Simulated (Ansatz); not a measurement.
Total energies of `c1cc2sc(-c3cc4sc(-c5cc6sc(-c7cc8sc(-c9cc%10sc(-c%11cc%12sc(-c%13cc%14sccc%14s%13)cc%12s%11)cc%10s9)cc8s7)cc6s5)cc4s3)cc2s1` from Ansatz at PBE-D4/def2-TZVP, gas phase (1 Eh = 27.2114 eV = 2625.5 kJ/mol). The reference geometry is relaxed at PBE-D4/def2-SVP.

| state | geometry | energy (Eh) |
| --- | --- | --- |
| charge 0 singlet | reference | -7181.39792 |
| charge 1 doublet | reference | -7181.19987 |
| charge -1 doublet | reference | -7181.47866 |
| free C atom (triplet) | – | -37.79597 |
| free S atom (triplet) | – | -397.93833 |
| free H atom (doublet) | – | -0.49962 |

Single mean-field runs in def2-TZVP are fitted with def2-universal-jkfit.

Problem. Work out the vertical ionisation energy to the doublet.

Solution. E(charge 1 doublet) − E(charge 0 singlet) = -7181.19987 − (-7181.39792) = 0.19805 Eh = 5.39 eV. For comparison, −ε of the highest occupied level is 4.38 eV at this level, 1.01 eV less.

Problem. Work out the vertical electron affinity, to the doublet.

Solution. E(charge 0 singlet) − E(charge -1 doublet) = -7181.39792 − (-7181.47866) = 0.08074 Eh = 2.20 eV. The basis lacks diffuse functions, which makes affinities too small.

Problem. Give the fundamental gap IE − EA, the Mulliken electronegativity (IE + EA)/2 and the hardness (IE − EA)/2.

Solution. From the values in Eh: IE − EA = 0.19805 − 0.08074 = 0.11731 Eh = 3.19 eV; (IE + EA)/2 = 3.79 eV; (IE − EA)/2 = 1.60 eV. The HOMO–LUMO gap of the same run is 1.27 eV, 1.92 eV smaller than the fundamental gap.

Problem. What is the binding energy per atom against free atoms?

Solution. Atoms: 42 × (-37.79597) + 14 × (-397.93833) + 16 × (-0.49962) = -7166.56128 Eh. Binding: -7166.56128 − (-7181.39792) = 14.83664 Eh = 403.73 eV, or 5.61 eV for each of 72 atoms (no zero-point energy, no counterpoise term).
